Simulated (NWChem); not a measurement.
System: SnNH₂ClF₂; SMILES [F][Sn]([NH2])([Cl])[F]

NWChem printed, in part:

```
             Northwest Computational Chemistry Package (NWChem) 7.3.0
             --------------------------------------------------------

 C1  symmetry detected

                             Geometry "geometry" -> ""
                             -------------------------

 Output coordinates in angstroms (scale by  1.889725989 to convert to a.u.)

  No.       Tag          Charge          X              Y              Z
 ---- ---------------- ---------- -------------- -------------- --------------
    1 N                    7.0000    -0.04163454     1.26103208     1.73449493
    2 Sn                  50.0000    -0.00020036     0.18324935     0.01687264
    3 F                    9.0000    -1.54890071     0.74614536    -1.06096894
    4 F                    9.0000     1.59800609     0.73753922    -0.99411821
    5 Cl                  17.0000    -0.00593779    -2.06339829     0.11876472
    6 H                    1.0000     0.79584403     1.83725134     1.78487978
    7 H                    1.0000    -0.83539032     1.89766642     1.70680776

 Effective nuclear repulsion energy (a.u.)     669.9566191839

                                Z-matrix (autoz)
                                --------

 Units are Angstrom for bonds and degrees for angles

[...]

      ----------------------
      Optimization converged
      ----------------------

  Step       Energy      Delta E   Gmax     Grms     Xrms     Xmax
  ---- ---------------- -------- -------- -------- -------- --------
@    6    -929.48976703 -4.8D-07  0.00014  0.00005  0.00044  0.00096
                                     ok       ok       ok       ok

                                Z-matrix (autoz)
                                --------

 Units are Angstrom for bonds and degrees for angles

      Type          Name      I     J     K     L     M      Value     Gradient
      ----------- --------  ----- ----- ----- ----- ----- ---------- ----------
    1 Stretch                  1     2                       2.00602    0.00011
    2 Stretch                  1     6                       1.02003    0.00004
    3 Stretch                  1     7                       1.02011    0.00004
    4 Stretch                  2     3                       1.92258    0.00000
    5 Stretch                  2     4                       1.92306    0.00001
    6 Stretch                  2     5                       2.30860   -0.00014
    7 Bend                     1     2     3               109.86298    0.00003
    8 Bend                     1     2     4               110.43757    0.00003
    9 Bend                     1     2     5               115.32002   -0.00008
   10 Bend                     2     1     6               110.92904   -0.00003
   11 Bend                     2     1     7               110.72092   -0.00002
   12 Bend                     3     2     4               107.15242   -0.00001
   13 Bend                     3     2     5               106.97370    0.00002
   14 Bend                     4     2     5               106.72088    0.00002
   15 Bend                     6     1     7               108.29984    0.00001
   16 Torsion                  3     2     1     6        -121.51577   -0.00000
   17 Torsion                  3     2     1     7          -1.24474   -0.00002
   18 Torsion                  4     2     1     6          -3.52974    0.00002
   19 Torsion                  4     2     1     7         116.74129    0.00000
   20 Torsion                  5     2     1     6         117.53285    0.00001
   21 Torsion                  5     2     1     7        -122.19612   -0.00001

                         Geometry "geometry" -> "geometry"
                         ---------------------------------

 Output coordinates in angstroms (scale by  1.889725989 to convert to a.u.)

[...]

 Rotational Constants
 --------------------
 A=   0.092048 cm-1  (  0.132434 K)
 B=   0.057340 cm-1  (  0.082498 K)
 C=   0.057032 cm-1  (  0.082054 K)

 Temperature                      =   298.15K
 frequency scaling parameter      =   1.0000

 Zero-Point correction to Energy  =   19.031 kcal/mol  (  0.030328 au)
 Thermal correction to Energy     =   23.390 kcal/mol  (  0.037274 au)
 Thermal correction to Enthalpy   =   23.982 kcal/mol  (  0.038218 au)

 Total Entropy                    =   85.734 cal/mol-K
   - Translational                =   41.866 cal/mol-K (mol. weight = 206.8862)
   - Rotational                   =   28.061 cal/mol-K (symmetry #  =        1)
   - Vibrational                  =   15.807 cal/mol-K

 Cv (constant volume heat capacity) =   21.337 cal/mol-K
   - Translational                  =    2.979 cal/mol-K
   - Rotational                     =    2.979 cal/mol-K
   - Vibrational                    =   15.378 cal/mol-K

[normal modes left out]

 ----------------------------------------------------------------------------
 Normal Eigenvalue ||           Projected Infra Red Intensities
  Mode   [cm**-1]  || [atomic units] [(debye/angs)**2] [(KM/mol)] [arbitrary]
 ------ ---------- || -------------- ----------------- ---------- -----------
    1       -9.568 ||    0.029875           0.689        29.123      10.540
    2       -0.000 ||    0.000021           0.000         0.021       0.008
    3       -0.000 ||    0.001293           0.030         1.261       0.456
    4        0.000 ||    0.000246           0.006         0.240       0.087
    5        0.000 ||    0.000271           0.006         0.264       0.096
    6        0.000 ||    0.001006           0.023         0.981       0.355
    7        0.000 ||    0.000442           0.010         0.431       0.156
    8      125.163 ||    0.000726           0.017         0.708       0.256
    9      145.135 ||    0.016175           0.373        15.769       5.707
   10      155.750 ||    0.001837           0.042         1.790       0.648
   11      170.735 ||    0.020163           0.465        19.656       7.114
   12      182.366 ||    0.053795           1.241        52.442      18.980
   13      403.157 ||    0.041377           0.955        40.336      14.598
   14      545.054 ||    0.103380           2.385       100.780      36.474
   15      648.820 ||    0.103582           2.390       100.976      36.545
   16      663.963 ||    0.068414           1.578        66.694      24.138
   17      672.363 ||    0.035280           0.814        34.393      12.447
   18      888.617 ||    0.018858           0.435        18.384       6.653
   19     1529.109 ||    0.010460           0.241        10.197       3.690
   20     3540.989 ||    0.041814           0.965        40.763      14.753
   21     3647.519 ||    0.046197           1.066        45.036      16.299
 ----------------------------------------------------------------------------

 ===============================================================================
      Negative Nuclear Hessian Mode    1  Eigenvalue =     -9.57 cm**(-1)
 -------------------------------------------------------------------------------
   Raw step length:  0.436 angstroms ;  The Raw step for this mode is:
    1 N                    7.0000    -0.05742564    -0.00229608    -0.00026999
    2 Sn                  50.0000     0.00124584    -0.00000942     0.00000740
    3 F                    9.0000    -0.00039406     0.02593516     0.01773612
    4 F                    9.0000    -0.00369081    -0.02349048    -0.02227988
    5 Cl                  17.0000     0.01584879     0.00008987     0.00200178
    6 H                    1.0000     0.07302937    -0.23690427     0.18655087
    7 H                    1.0000     0.10620939     0.22070666    -0.16746796

  Geometry after  100.0% step for mode  1; Step length =  0.436 angstroms
   Maximum component (any atom: x,y, or z) displacement:  0.448
    1 N                    7.0000    -0.09755743     1.25390880     1.71129371
    2 Sn                  50.0000     0.00336685     0.25048362    -0.02361172
    3 F                    9.0000    -1.52188892     0.75575413    -1.07599910
    4 F                    9.0000     1.56854276     0.69268184    -1.05389097
    5 Cl                  17.0000     0.00992582    -2.05002319     0.17018403
    6 H                    1.0000     0.87586890     1.58185107     2.01382347
    7 H                    1.0000    -0.74164870     2.09886064     1.58121161

  Geometry after -100.0% step for mode  1; Step length =  0.436 angstroms
   Maximum component (any atom: x,y, or z) displacement:  0.448
    1 N                    7.0000     0.01729386     1.25850097     1.71183369
    2 Sn                  50.0000     0.00087517     0.25050247    -0.02362652
    3 F                    9.0000    -1.52110079     0.70388381    -1.11147134
    4 F                    9.0000     1.57592439     0.73966280    -1.00933122
    5 Cl                  17.0000    -0.02177175    -2.05020293     0.16618046
    6 H                    1.0000     0.72981015     2.05565961     1.64072174
    7 H                    1.0000    -0.95406749     1.65744732     1.91614753

  Geometry after   50.0% step for mode  1; Step length =  0.218 angstroms
   Maximum component (any atom: x,y, or z) displacement:  0.224
    1 N                    7.0000    -0.06884461     1.25505684     1.71142870
    2 Sn                  50.0000     0.00274393     0.25048834    -0.02361542
    3 F                    9.0000    -1.52169188     0.74278655    -1.08486716
    4 F                    9.0000     1.57038816     0.70442708    -1.04275104
    5 Cl                  17.0000     0.00200142    -2.05006812     0.16918314
    6 H                    1.0000     0.83935421     1.70030321     1.92054804
    7 H                    1.0000    -0.79475339     1.98850731     1.66494559

  Geometry after  -50.0% step for mode  1; Step length =  0.218 angstroms
   Maximum component (any atom: x,y, or z) displacement:  0.224
    1 N                    7.0000    -0.01141897     1.25735292     1.71169869
    2 Sn                  50.0000     0.00149809     0.25049776    -0.02362282
    3 F                    9.0000    -1.52129782     0.71685139    -1.10260328
    4 F                    9.0000     1.57407898     0.72791756    -1.02047116
    5 Cl                  17.0000    -0.01384736    -2.05015799     0.16718136
    6 H                    1.0000     0.76632484     1.93720747     1.73399717
    7 H                    1.0000    -0.90096279     1.76780065     1.83241355

  Geometry after   44.7% step for mode  1; Step length =  0.195 angstroms
   Maximum component (any atom: x,y, or z) displacement:  0.200
    1 N                    7.0000    -0.06578632     1.25517913     1.71144308
    2 Sn                  50.0000     0.00267758     0.25048884    -0.02361582
    3 F                    9.0000    -1.52167090     0.74140533    -1.08581173
    4 F                    9.0000     1.57058472     0.70567810    -1.04156449
    5 Cl                  17.0000     0.00115737    -2.05007291     0.16907653
    6 H                    1.0000     0.83546493     1.71291989     1.91061300
    7 H                    1.0000    -0.80040973     1.97675325     1.67386434

  Geometry after  -44.7% step for mode  1; Step length =  0.195 angstroms
   Maximum component (any atom: x,y, or z) displacement:  0.200
    1 N                    7.0000    -0.01447725     1.25723064     1.71168431
    2 Sn                  50.0000     0.00156444     0.25049726    -0.02362243
    3 F                    9.0000    -1.52131881     0.71823260    -1.10165872
    4 F                    9.0000     1.57388242     0.72666654    -1.02165771
    5 Cl                  17.0000    -0.01300331    -2.05015321     0.16728796
    6 H                    1.0000     0.77021412     1.92459079     1.74393221
    7 H                    1.0000    -0.89530645     1.77955471     1.82349480

  Geometry after   22.3% step for mode  1; Step length =  0.097 angstroms
   Maximum component (any atom: x,y, or z) displacement:  0.100
    1 N                    7.0000    -0.05295905     1.25569200     1.71150339
    2 Sn                  50.0000     0.00239929     0.25049094    -0.02361747
    3 F                    9.0000    -1.52158288     0.73561215    -1.08977347
    4 F                    9.0000     1.57140915     0.71092521    -1.03658779
    5 Cl                  17.0000    -0.00238280    -2.05009298     0.16862939
    6 H                    1.0000     0.81915223     1.76583762     1.86894280
    7 H                    1.0000    -0.82413391     1.92745362     1.71127196

  Geometry after  -22.3% step for mode  1; Step length =  0.097 angstroms
   Maximum component (any atom: x,y, or z) displacement:  0.100
    1 N                    7.0000    -0.02730452     1.25671776     1.71162401
    2 Sn                  50.0000     0.00184272     0.25049515    -0.02362078
    3 F                    9.0000    -1.52140683     0.72402579    -1.09769697
    4 F                    9.0000     1.57305800     0.72141943    -1.02663440
    5 Cl                  17.0000    -0.00946314    -2.05013313     0.16773511
    6 H                    1.0000     0.78652682     1.87167307     1.78560241
    7 H                    1.0000    -0.87158227     1.82885434     1.78608719
```

Level: PBE0/def2-SVP with def2 effective core potentials on Sn. def2 effective core potentials on Sn; no spin-orbit coupling.

Task: Which NWChem input produces such a log?

Result: One answer among several that fit: the input that was run:
```
start job
memory heap 200 mb stack 900 mb global 1100 mb
geometry units angstroms
  N      2.131688    -0.351814     0.196040
  Sn     0.155853     0.090434     0.077501
  F     -0.494209     0.348755     1.918087
  F     -0.008813     1.842371    -0.809745
  Cl    -1.238900    -1.339103    -0.956389
  H      2.663531     0.376212    -0.276251
  H      2.416253    -0.336882     1.173239
end
basis spherical
  * library def2-svp
end
ecp
  Sn library def2-ecp
end
dft
  xc pbe0
  iterations 150
end
driver
  maxiter 120
end
task dft optimize
dft
  grid fine
  convergence energy 1d-8 density 1d-7
end
task dft freq numerical
```
